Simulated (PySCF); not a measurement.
AlH₃, SMILES [AlH3].

Geometry optimised at B3LYP-D3(BJ)/def2-TZVPD. The isomer is the one that the SMILES or the coordinates give; other isomers of the formula were not compared.

Calculation: TDDFT-LC-ωPBE/def2-TZVPD run with PySCF.

Vertical excitations; the highest root listed may be one member of a degenerate set.  State labels are in the subgroup C2v.

Task: List the lowest excited states. (An estimate is asked for; the answer gives what the named calculation found.)

Result: 
```csv
state,symmetry,energy (eV),λ (nm),f,main pairs
S1,B2,5.63,220,0.000,HOMO−1→LUMO (degenerate set)
S2,A2,5.63,220,0.000,HOMO→LUMO (degenerate set)
S3,B1,8.42,147,0.000,"HOMO→LUMO+4 43 %, HOMO−1→LUMO+3 43 %"
S4,B1,8.66,143,0.221,"HOMO→LUMO+1, HOMO→LUMO+2 (degenerate set)"
S5,A1,8.66,143,0.221,"HOMO−1→LUMO+1, HOMO−1→LUMO+2 (degenerate set)"
S6,B1,9.03,137,0.006,"HOMO→LUMO+2, HOMO→LUMO+1, HOMO−1→LUMO+3, HOMO→LUMO+4 (degenerate set)"
S7,A1,9.03,137,0.006,"HOMO−1→LUMO+2, HOMO−1→LUMO+1, HOMO−1→LUMO+4, HOMO→LUMO+3 (degenerate set)"
S8,A1,9.54,130,0.000,"HOMO→LUMO+3 45 %, HOMO−1→LUMO+4 45 %"
S9,B1,9.65,128,0.776,"HOMO−1→LUMO+3, HOMO→LUMO+4, HOMO→LUMO+2 (degenerate set)"
S10,A1,9.65,128,0.776,"HOMO−1→LUMO+4, HOMO→LUMO+3, HOMO−1→LUMO+2 (degenerate set)"
T1,B2,5.01,248,0,HOMO−1→LUMO (degenerate set)
T2,A2,5.01,248,0,HOMO→LUMO (degenerate set)
T3,A1,7.50,165,0,"HOMO−1→LUMO+2, HOMO−1→LUMO+9, HOMO→LUMO+3, HOMO−1→LUMO+4 (degenerate set)"
T4,B1,7.50,165,0,"HOMO→LUMO+2, HOMO→LUMO+9, HOMO→LUMO+4, HOMO−1→LUMO+3 (degenerate set)"
```
Triplets are in the Tamm–Dancoff approximation, which puts them higher than full response would, so one can lie above its singlet here.
